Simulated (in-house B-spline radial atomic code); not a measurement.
Configurations of Se³⁺, with energies counted from [Ar] 3d10 4s2 (4p1/2)1. All numbers are computed (Dirac-Hartree-Fock, average of each configuration as written; Fermi nucleus of rms radius 4.14 fm) with an all-electron radial atomic-structure program (B-spline basis), not measured. Energies include first-order Breit, QED and recoil terms.

Occupations are held fixed; configurations that lie above the ionisation limit could autoionise.

```
                               configuration  E - E(ref) (eV)  highest orbital  its <r> (bohr)
             [Ar] 3d10 4s1 (4p3/2)1 (4d5/2)1           29.648            4d5/2           2.666
                      [Ar] 3d10 4s2 (6d3/2)1           33.682            6d3/2           8.931
             [Ar] 3d10 4s1 (4p1/2)1 (7f7/2)1           48.975            7f7/2           16.46
             [Ar] 3d10 4s1 (4p3/2)1 (7g7/2)1           49.666            7g7/2           15.84
[Ar] (3d3/2)3 (3d5/2)6 4s2 (4p1/2)1 (7f5/2)1           97.337            7f5/2            16.3
```

(1) Order these further configurations by energy, lowest first.
A. [Ar] 3d10 4s2 (4p3/2)1
B. [Ar] 3d10 4s1 (4p1/2)1 (7d3/2)1
C. [Ar] (3d3/2)4 (3d5/2)5 4s2 (4p3/2)1 (4d3/2)1
D. [Ar] 3d10 4s1 (4p3/2)1 (8g9/2)1
E. [Ar] 3d10 4s2 (4f5/2)1

(2) How far above the reference does [Ar] (3d3/2)3 (3d5/2)6 4s2 (4p1/2)1 8s1 lie?

Answers

(1) A (0.54038 eV), E (28.3 eV), B (47.562 eV), D (50.709 eV), C (76.535 eV).

(2) 96.014 eV; its least bound orbital is 8s1/2 with <r> = 13.9 bohr.
